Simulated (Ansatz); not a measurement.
A run for Ansatz (an electronic-structure program): R-PBE0/def2-TZVPPD on CH6OSi (SMILES CO[SiH3]). Files ending in .json are basis or fitting sets from the Basis Set Exchange.

Ansatz 0.2 input:
```yaml
crystal:
  periodic: [false, false, false]
  atoms:
    - {symbol: C, position_ang: [-1.60499921, -0.46731866, 0.32158920]}
    - {symbol: O, position_ang: [-0.54918887, 0.46505002, 0.15077355]}
    - {symbol: Si, position_ang: [0.94893255, 0.03995944, -0.38285255]}
    - {symbol: H, position_ang: [-2.47913620, 0.07432788, 0.68159089]}
    - {symbol: H, position_ang: [-1.85976373, -0.95630010, -0.62414064]}
    - {symbol: H, position_ang: [-1.34128781, -1.23402990, 1.05663676]}
    - {symbol: H, position_ang: [1.55544454, -0.98859677, 0.50002711]}
    - {symbol: H, position_ang: [1.76148469, 1.27186550, -0.37186646]}
    - {symbol: H, position_ang: [0.88091752, -0.52096294, -1.75675984]}
basis:
  gaussian:
    orbitals: def2-TZVPPD.json
hamiltonian:
  xc: {name: PBE0}
scf: {lower_state_search: off}
```

The log:

```
WARN ansatz: RAYON_NUM_THREADS=1 ignored (pool sized by the plan → 1); use --threads N
Functional definition: PBE0
these checks for a lower state are left out or cut short: stability, starts, cluster_reference, orbital_swaps, neighbouring_geometries, increment
integrals: 0.12 GiB planned
1034 factors; their error is unknown
mean field: 1.18 GiB planned
mean field evaluation 1: about -11050.0322 eV, gradient 4.9e1 eV
mean field evaluation 2: about -11043.2632 eV, gradient 7.7e1 eV
mean field evaluation 4: about -11054.5675 eV, gradient 3.5e0 eV
mean field evaluation 8: about -11054.5919 eV, gradient 1.8e-2 eV
mean field evaluation 16: about -11054.6035 eV, gradient 5.7e-6 eV
mean field -11054.60348400 eV, -406.2491849576 hartree, gradient 5.7e-6 eV, S^2 0.000000; 0 other end points of the search recorded, 0 dependent functions left out
reference -11054.60351820 eV, -406.2491862146 hartree; 17, 17 occupied and 210, 210 virtual orbitals, 1034 factors
Total energy: -11054.60351820 eV, -406.2491862146 hartree
Checks for a lower state left out: stability, starts, cluster_reference, orbital_swaps, neighbouring_geometries, increment
```

Self-consistency was reached.

Cost: about 4 core-seconds (a rough figure).
